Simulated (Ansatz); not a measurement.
Z-matrix (Å, degrees):
```
C
C 1 1.4256
C 2 1.3849 1 120.78
H 2 1.0989 3 120.43 1 179.99
H 3 1.1014 2 119.52 4 -0.04
C 3 1.4364 5 118.41 2 179.96
C 6 1.4023 3 117.52 5 -179.97
H 7 1.1005 6 121.14 3 179.99
C 7 1.4232 8 116.91 6 -180.00
N 9 1.3680 7 117.58 8 0.00
C 10 1.3237 9 118.14 7 -179.98
H 11 1.1055 10 116.70 9 -179.98
C 11 1.4206 12 119.87 10 -179.99
H 13 1.1012 11 119.38 12 0.02
C 13 1.4027 14 119.64 11 -179.96
B 6 1.5453 7 120.64 8 -0.01
H 16 1.2171 6 119.99 7 -0.01
H 16 1.2179 17 119.67 6 -179.99
B 15 1.5507 13 118.48 14 -0.05
H 19 1.2146 15 122.94 13 179.99
H 19 1.2165 20 118.71 4 180.00
```
Charge 0, spin multiplicity 1.

Calculation: frozen-core CCSD(T)/cc-pVDZ // PBE-D3(BJ)/def2-SVP in Ansatz (a quantum-chemistry and plane-wave program). The restricted HF reference is unstable towards unrestricted orbitals.

```yaml
HF energy: -449.88374 Ha
MP2 correlation energy: -1.48279 Ha
```

Estimate the CCSD correlation energy, the (T) correction, the total energy and the T1 diagnostic.


The CCSD correlation energy is -1.54690 Ha, the (T) correction is -0.07357 Ha and the CCSD(T) total energy is -451.50420 Ha. The T1 diagnostic is 0.011.
